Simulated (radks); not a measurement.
Values are calculated unless marked as measured or tabulated.
Excited configurations of Se VIII: one electron is placed in a higher orbital outside [Ar] 3d8. The ground configuration is [Ar] 3d9. Level of theory: Dirac Kohn-Sham, LDA (Slater exchange, Perdew-Wang correlation), spin-unpolarised, spherical densities, finite nucleus; open shells fill j = l - 1/2 first; Fermi nuclear charge, rms radius 4.14 fm (a radial shooting solver on a logarithmic mesh with Libxc functionals). Excitation = E - E(ground); binding = E(ion) - E, where the ion is the core of charge +8; n* = 8/sqrt(2 binding) in atomic units. These energies are relativistic, and a one-electron ion of charge +8 with no core already has n* below n in this formula (Dirac formula, point nucleus: 4d3/2 3.999, 4f5/2 4.000, 5s1/2 4.999, 5p1/2 4.999, 7s1/2 6.998, 7f5/2 7.000). The quantum defect is therefore taken as that value minus n*, so that it holds no relativistic shift of the bare ion.

outer orbital  excitation (eV)  binding (eV)     n*  quantum defect  eigenvalue (eV)  <r> (bohr)
4d3/2                   109.69        78.771  3.325           0.675          -72.929       1.730
4f5/2                   131.99        56.476  3.927           0.073          -51.682       2.078
5s1/2                   124.59        63.870  3.692           1.306          -60.253       2.591
5p1/2                   131.04        57.427  3.894           1.105          -54.047       2.768
7s1/2                   161.48        26.986  5.680           1.318          -25.575       6.103
7f5/2                   169.68        18.779  6.809           0.190          -17.710       7.995

The Delta-SCF ionisation energy is 188.46 eV (NIST Atomic Spectra Database: 184 eV, theoretical). Self-interaction in the functional shifts the binding energies and quantum defects, so they are the method's values and not measured ones. Spin polarisation and multiplet splitting are left out, so open shells lie too high by an amount that depends on their filling.

Beside tabulated values, note that spin-unpolarised runs miss the spin-polarisation part of the exchange energy of open shells.
